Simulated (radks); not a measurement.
Cr, configuration [Ar] 3d5 4p1 (not the ground configuration).

Calculated with a radial shooting solver on a logarithmic mesh with Libxc functionals: Dirac Kohn-Sham, PBE, spin-unpolarised, spherical densities, finite nucleus; open shells fill j = l - 1/2 first; Fermi nuclear charge, rms radius 3.6452 fm.

Energy parts (Ry):
part                       energy
total                 -2100.86447
kinetic                2125.53728
electron-nucleus      -5015.03042
Hartree                 885.84184
exchange-correlation    -97.21316

Orbitals (lengths in bohr, moments of r in powers of bohr; r(90%) holds 90 % of the orbital's charge):
orbital  occ.  eigenvalue (Ry)  r(90%)     <r^2>
1s1/2       2        -432.2541   0.113  0.005432
2s1/2       2        -49.10822   0.455    0.1015
2p1/2       2        -41.71061   0.424   0.08198
2p3/2       4        -41.07490   0.428   0.08367
3s1/2       2         -5.53521    1.35    0.9416
3p1/2       2         -3.48862    1.49     1.092
3p3/2       4         -3.41411    1.50     1.112
3d3/2       4         -0.31390    2.68     3.041
3d5/2       1         -0.30813    2.70     3.087
4p1/2       1         -0.12739    7.69     28.24
4p3/2       0         -0.12522    7.76     28.75

The highest occupied level is 4p1/2 at -1.733 eV. Summed over all electrons, <r^2> = 52.72 bohr^2, which gives a Langevin (diamagnetic) susceptibility term of -41.8 x 10^-6 cm^3/mol. The electron density at the nucleus is 1.143e+04 e/bohr^3. The density falls to 0.001 e/bohr^3 at r = 4.61 bohr.
